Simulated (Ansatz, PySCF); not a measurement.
Pair of molecules: PH3 (SMILES P) (first 4 atoms) with HI (SMILES I); geometry from B3LYP-D3(BJ)/def2-TZVP.
(charge 0, multiplicity 1):
```xyz
6

P     -0.49586    -0.55325     0.41387
H     -1.84811    -0.66958     0.01013
H     -0.16150     0.39960    -0.57889
H     -0.05445    -1.66632    -0.34206
I      0.55096    -0.02754     4.45896
H      0.15013    -0.23190     2.89157
```

Interaction energies are E(AB) − E(A) − E(B) at the monomers' geometry in the complex; basis-set methods are counterpoise corrected. Rows marked so take none.

Rows in 3-21G carry no dispersion term and start afresh at each structure; the Pople sets are all-electron and without relativity.

Programs: Ansatz (a program for electronic structure); PySCF for 3-21G rows, the dispersion terms.  In def2 rows elements past Kr take small-core potentials, without spin–orbit coupling.

**Question.** One of these levels gives -99.7 meV for the interaction energy. Name it.
A) HF/3-21G (no counterpoise)
B) PBE0/def2-TZVPPD
C) revPBE-D3(BJ)/def2-TZVPPD

**Answer.** B, PBE0/def2-TZVPPD. The others give -45.9 (HF/3-21G (no counterpoise)), -133.0 (revPBE-D3(BJ)/def2-TZVPPD)
